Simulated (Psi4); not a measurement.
stibine (H₃Sb), singlet, at a GFN2-xTB geometry (core potentials on Sb); PBE0/def2-SVP, TDDFT run with Psi4.

Psi4 was given this input:
```
memory 2 GB

molecule mol {
0 1
Sb   -0.000928   -0.000202    0.055070
H    -0.858578   -1.039792   -0.954754
H    -0.450424    1.282413   -0.939369
H     1.356337   -0.232333   -0.914467
symmetry c1
}

set {
  basis def2-svp
  reference rks
  puream true
  save_jk true
  tdscf_states [5]
  tdscf_tda false
  d_convergence 1e-8
}

energy('td-pbe0')
print_variables()
```

The log (banner, timings and long lists left out):

```
   => Loading Basis Set <=

    Name: DEF2-SVP
    Role: ORBITAL
    Keyword: BASIS

    !!!  WARNING: ECP capability is in beta. Please check occupations closely.  !!!

         ---------------------------------------------------------
                                   SCF
               by Justin Turney, Rob Parrish, Andy Simmonett
                          and Daniel G. A. Smith
                              RKS Reference
         ---------------------------------------------------------

  ==> Geometry <==

    Molecular point group: c1
    Full point group: C1

    Geometry (in Angstrom), charge = 0, multiplicity = 1:

       Center              X                  Y                   Z               Mass
    ------------   -----------------  -----------------  -----------------  -----------------
         SB          -0.000407587255    -0.000088594257     0.024184101428   120.903812000000
         H           -0.858057587255    -1.039678594257    -0.985639898572     1.007825032230
         H           -0.449903587255     1.282526405743    -0.970254898572     1.007825032230
         H            1.356857412745    -0.232219594257    -0.945352898572     1.007825032230

  Running in c1 symmetry.

  Rotational constants: A =      3.00870  B =      2.95709  C =      2.95708 [cm^-1]
  Rotational constants: A =  90198.50141  B =  88651.19158  C =  88651.17721 [MHz]
  Nuclear repulsion =   22.354971489184550

  Charge       = 0
  Multiplicity = 1
  Electrons    = 26
  Nalpha       = 13
  Nbeta        = 13

  ==> Algorithm <==

  SCF Algorithm Type is DF.
  DIIS enabled.
  MOM disabled.
  Fractional occupation disabled.
  Guess Type is SAD.
  Energy threshold   = 1.00e-06
  Density threshold  = 1.00e-08
  Integral threshold = 1.00e-12

  ==> Primary Basis <==

  Basis Set: DEF2-SVP
    Blend: DEF2-SVP
    Number of shells: 19
    Number of basis functions: 41
    Number of Cartesian functions: 43
    Spherical Harmonics?: true
    Max angular momentum: 2

  Core potential: DEF2-SVP
    Number of shells: 4
    Number of ECP primitives: 18
    Number of ECP core electrons: 28
    Max angular momentum: 3

  ==> DFT Potential <==

   => LibXC <=

    Version 7.1.2
    S. Lehtola, C. Steigemann, M. J. T. Oliveira, and M. A. L. Marques,  SoftwareX 7, 1–5 (2018) (10.1016/j.softx.2017.11.002)

   => Composite Functional: PBE0 <=

    PBE0 Hyb-GGA Exchange-Correlation Functional

    C. Adamo and V. Barone,  J. Chem. Phys. 110, 6158 (1999) (10.1063/1.478522)
    M. Ernzerhof and G. E. Scuseria,  J. Chem. Phys. 110, 5029 (1999) (10.1063/1.478401)

    Deriv               =              1
    GGA                 =           TRUE
    Meta                =          FALSE

    Exchange Hybrid     =           TRUE
    MP2 Hybrid          =          FALSE

   => Exchange Functionals <=

    0.7500   Perdew, Burke & Ernzerhof

   => Exact (HF) Exchange <=

    0.2500               HF

   => Correlation Functionals <=

    1.0000   Perdew, Burke & Ernzerhof

   => LibXC Density Thresholds  <==

    XC_HYB_GGA_XC_PBEH:  1.00E-15

   => Molecular Quadrature <=

    Radial Scheme          =       TREUTLER
    Pruning Scheme         =           NONE
    Nuclear Scheme         =       TREUTLER

    Blocking Scheme        =         OCTREE
    BS radius alpha        =              1
    Pruning alpha          =              1
    Radial Points          =             75
    Spherical Points       =            302
    Total Points           =          86566
    Total Blocks           =            719
    Max Points             =            254
    Max Functions          =             41
    Weights Tolerance      =       1.00E-15

   => Loading Basis Set <=

    Name: (DEF2-SVP AUX)
    Role: JKFIT
    Keyword: DF_BASIS_SCF

  ==> Integral Setup <==

  SCF_SUBTYPE=INCORE selected. In-core MEM_DF algorithm will be used.
  Using in-core AOs.

  ==> MemDFJK: Density-Fitted J/K Matrices <==

    J tasked:                   Yes
    K tasked:                   Yes
    wK tasked:                   No
    Algorithm:                 Core
    Schwarz Cutoff:           1E-12
    Mask sparsity (%):       0.0000
    Fitting Condition:        1E-10

   => Auxiliary Basis Set <=

  Basis Set: (DEF2-SVP AUX)
    Blend: DEF2-UNIVERSAL-JKFIT
    Number of shells: 64
    Number of basis functions: 272
    Number of Cartesian functions: 369
    Spherical Harmonics?: true
    Max angular momentum: 5

  Minimum eigenvalue in the overlap matrix is 1.2477559872E-02.
  Reciprocal condition number of the overlap matrix is 3.0827362688E-03.
    Using symmetric orthogonalization.

  ==> Pre-Iterations <==

  SCF Guess: Superposition of Atomic Densities via on-the-fly atomic UHF (no occupation information).

   -------------------------
    Irrep   Nso     Nmo
   -------------------------
     A         41      41
   -------------------------
    Total      41      41
   -------------------------

  ==> Iterations <==

                           Total Energy        Delta E     RMS |[F,P]|

   @DF-RKS iter SAD:  -240.16659674468474   -2.40167e+02   0.00000e+00
   @DF-RKS iter   1:  -241.94861438022815   -1.78202e+00   8.14322e-03 DIIS/ADIIS
   @DF-RKS iter   2:  -241.98879503853922   -4.01807e-02   6.18517e-03 DIIS/ADIIS
   @DF-RKS iter   3:  -242.01800719299371   -2.92122e-02   3.91341e-04 DIIS/ADIIS
   @DF-RKS iter   4:  -242.01819098156244   -1.83789e-04   1.37503e-04 DIIS/ADIIS
   @DF-RKS iter   5:  -242.01821983198374   -2.88504e-05   1.26521e-05 DIIS
   @DF-RKS iter   6:  -242.01822005290839   -2.20925e-07   9.84001e-07 DIIS
   @DF-RKS iter   7:  -242.01822005439251   -1.48412e-09   2.58941e-07 DIIS
   @DF-RKS iter   8:  -242.01822005449338   -1.00869e-10   6.41087e-08 DIIS
   @DF-RKS iter   9:  -242.01822005450006   -6.67910e-12   2.34992e-09 DIIS
  Energy and wave function converged.

  ==> Post-Iterations <==

   Electrons on quadrature grid:
      Ntotal   =   26.0000058409 ; deviation = 5.841e-06

    Orbital Energies [Eh]
[...]
  @DF-RKS Final Energy:  -242.01822005450006
    Total Energy =                       -242.0182200545000626
[...]
******************************************************************************************

         ---------------------------------------------------------
                         TDSCF excitation energies
                 by Andrew M. James and Daniel G. A. Smith
         ---------------------------------------------------------

  ==> Options <==

     Residual threshold  : 1.0000e-06
     Initial guess       : denominators
     Reference           : RHF
     Solver type         : RPA (Hamiltonian)

  ==> Requested Excitations <==

      5 singlet states with A symmetry

  ==> Seeking the lowest 5 singlet states with A symmetry

                        Generalized Hamiltonian Solver
                              By Andrew M. James

  ==> Options <==

    Max number of iterations        = 60
    Eigenvector tolerance           = 1.0000e-06
    Max number of expansion vectors = 1500

  => Iterations <=
                              Max[D[value]]     Max[|R|]   # vectors
  HamiltonianSolver iter   1:   3.32514e-01  1.35498e-01     20
  HamiltonianSolver iter   2:   7.66851e-03  2.69510e-02     30
  HamiltonianSolver iter   3:   9.20914e-05  6.97269e-03     40
  HamiltonianSolver iter   4:   4.07147e-06  1.80577e-03     50
  HamiltonianSolver iter   5:   1.40621e-07  5.45448e-04     60
  HamiltonianSolver iter   6:   1.02446e-08  1.32866e-04     70
  HamiltonianSolver iter   7:   8.65395e-10  8.17367e-05     80
  HamiltonianSolver iter   8:   6.41152e-08  2.00074e-03     88
  HamiltonianSolver iter   9:   3.80963e-07  4.86176e-04     90
  HamiltonianSolver iter  10:   9.27247e-09  8.45731e-05     92
  HamiltonianSolver iter  11:   1.98098e-10  1.67578e-05     94
  HamiltonianSolver iter  12:   7.29056e-12  2.97479e-06     96
  HamiltonianSolver iter  13:   9.25371e-14  6.14076e-07     98      Converged

******************************************************************************************
**********                               WARNING                                **********
**********  Length-gauge rotatory strengths are **NOT** gauge-origin invariant  **********
******************************************************************************************

                                    Excitation Energy         Total Energy        Oscillator Strength             Rotatory Strength
     #   Sym: GS->ES (Trans)        au              eV              au          au (length)    au (velocity)    au (length)    au (velocity)
    ---- -------------------- --------------- --------------- --------------- --------------- --------------- --------------- ---------------
     1        A->A (1 A)       0.24496         6.66581        -241.77326       0.1099          0.1250         -0.0000         -0.0000
     2        A->A (1 A)       0.24497         6.66584        -241.77325       0.1099          0.1249         -0.0000         -0.0000
     3        A->A (1 A)       0.29371         7.99238        -241.72451       0.0000          0.0000         -0.0000          0.0000
     4        A->A (1 A)       0.29550         8.04092        -241.72272       0.1165          0.1167          0.0000          0.0000
     5        A->A (1 A)       0.32475         8.83686        -241.69347       0.1544          0.1675          0.0000          0.0000

Contributing excitations and de-excitations
Only contributions with abs(coeff) > 1.00e-01 will be printed:

Excited State    1 (1 A):   0.24496 au   186.00 nm f = 0.1099
  Sums of squares: Xssq =  1.004850e+00; Yssq =  4.850498e-03; Xssq - Yssq =  1.000000e+00
     11a  ->  14a     0.178977 ( 3.203%)
     12a  ->  15a    -0.178980 ( 3.203%)
     13a  ->  14a    -0.961837 (92.513%)

Excited State    2 (1 A):   0.24497 au   186.00 nm f = 0.1099
  Sums of squares: Xssq =  1.004850e+00; Yssq =  4.850360e-03; Xssq - Yssq =  1.000000e+00
     11a  ->  15a    -0.178976 ( 3.203%)
     12a  ->  14a    -0.178983 ( 3.203%)
     13a  ->  15a    -0.961837 (92.513%)

Excited State    3 (1 A):   0.29371 au   155.13 nm f = 0.0000
  Sums of squares: Xssq =  1.000044e+00; Yssq =  4.375652e-05; Xssq - Yssq =  1.000000e+00
     11a  ->  14a    -0.552136 (30.485%)
     11a  ->  15a     0.441323 (19.477%)
     12a  ->  14a    -0.441352 (19.479%)
     12a  ->  15a    -0.552122 (30.484%)

Excited State    4 (1 A):   0.29550 au   154.19 nm f = 0.1165
  Sums of squares: Xssq =  1.000403e+00; Yssq =  4.031668e-04; Xssq - Yssq =  1.000000e+00
     11a  ->  14a    -0.132491 ( 1.755%)
     11a  ->  15a    -0.165732 ( 2.747%)
     12a  ->  14a     0.165744 ( 2.747%)
     12a  ->  15a    -0.132482 ( 1.755%)
     13a  ->  16a    -0.953496 (90.916%)

Excited State    5 (1 A):   0.32475 au   140.30 nm f = 0.1544
  Sums of squares: Xssq =  1.005756e+00; Yssq =  5.756451e-03; Xssq - Yssq =  1.000000e+00
     11a  ->  14a     0.490149 (24.025%)
     11a  ->  15a    -0.422276 (17.832%)
     11a  ->  16a     0.317513 (10.081%)
     12a  ->  14a    -0.422296 (17.833%)
     12a  ->  15a    -0.490119 (24.022%)
     12a  ->  16a    -0.100238 ( 1.005%)
     13a  ->  14a     0.177501 ( 3.151%)
     13a  ->  15a     0.119020 ( 1.417%)

******************************************************************************************
**********                               WARNING                                **********
**********       The names of excited state variables changed between 1.5       **********
**********     and 1.6. For a quick solution, remove the symmetry specifier     **********
**********   from the variable name. For full details, see 'Notes on Psivars'   **********
**********                        in the documentation.                         **********
******************************************************************************************

  Variable Map:
  ----------------------------------------------------------------------------
[...]
  Array Variable Map:
  ----------------------------------------------------------------------------
[...]
[...]
```
